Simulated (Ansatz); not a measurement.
Two isomers of CH9NO2Si2: A = `C[SiH](O)N[SiH2]O`, B = `CO[Si](N)(O)[SiH3]`.

Isolated molecules relaxed with PBE0-D4/def2-TZVP in Ansatz; ΔE leaves out vibrations. CCSD(T)/CBS adds triple-zeta CCSD(T) − MP2 to the extrapolated MP2 energy (def2 sets, frozen cores). DFT in def2-TZVPP. B3LYP here is the variant with VWN-RPA as its local correlation; programs differ in this. Each species was taken in one conformer, which may not be the lowest.

A:

Z-matrix (Å, degrees):
```
C
Si 1 1.852
H 1 1.093 2 110.7
H 1 1.092 2 111.0 3 -120.6
H 1 1.092 2 110.4 3 119.2
O 2 1.647 1 106.7 3 -63.5
N 2 1.734 1 111.2 3 59.1
H 2 1.489 1 112.5 3 176.1
H 6 0.962 2 113.7 1 168.8
Si 7 1.709 2 122.1 1 168.3
H 7 1.010 2 117.1 1 -36.8
O 10 1.659 7 106.7 2 40.4
H 10 1.486 7 108.5 2 161.1
H 10 1.487 7 113.1 2 -76.9
H 12 0.958 10 116.9 7 -148.7
```

B:

Z-matrix (Å, degrees):
```
C
O 1 1.408
H 1 1.096 2 111.7
H 1 1.095 2 111.5 3 -121.5
H 1 1.091 2 108.2 3 119.1
Si 2 1.640 1 124.2 3 58.9
O 6 1.644 2 114.1 1 66.6
N 6 1.708 2 102.3 1 -174.9
Si 6 2.345 2 111.1 1 -49.5
H 7 0.961 6 115.8 2 69.8
H 8 1.007 6 119.5 2 30.7
H 8 1.006 6 121.1 2 178.0
H 9 1.491 6 110.0 2 -52.1
H 9 1.490 6 110.1 2 -170.7
H 9 1.490 6 113.0 2 68.5
```

Question: Which isomer does CCSD(T)/CBS put lower? Give the gap. (Estimate.)

Answer: Computed: A, by 162.1 kJ/mol.

Question: Give E(B) − E(A) in kJ/mol with CCSD/def2-TZVPP, B3LYP-D4, ωB97M-V, PBE0-D4, B3LYP, PBE-D4, MP2/def2-TZVPP. (Best estimate.)

Answer: Ansatz gave: CCSD/def2-TZVPP 160.5, B3LYP-D4 150.2, ωB97M-V 163.9, PBE0-D4 145.9, B3LYP 149.8, PBE-D4 137.4, MP2/def2-TZVPP 174.5. None reverses the order clearly.

Largest T1 diagnostic: 0.012.

From PBE to PBE0 (25 % exact exchange), in def2-TZVPP and without D4, E(B) − E(A) moves by +8.8 kJ/mol.
